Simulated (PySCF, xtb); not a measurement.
Br2GaHO, SMILES [Ga]([Br])([OH])[Br].

GFN2-xTB (xtb) at its own geometry gives an orbital gap of 3.80 eV and a dipole moment of 3.29 D.

Geometry: PBE0-D3(BJ)/def2-SVP. The structure was generated by enumeration; whether it is a known compound was not checked. Other conformers were not sampled.

### Question
What does M06-2X/def2-TZVP run with PySCF give? (The exact figures need the calculation; the answer reports its results.)

### Answer
gap 9.06 eV (levels -9.95 and -0.89 eV), dipole 1.34 D.
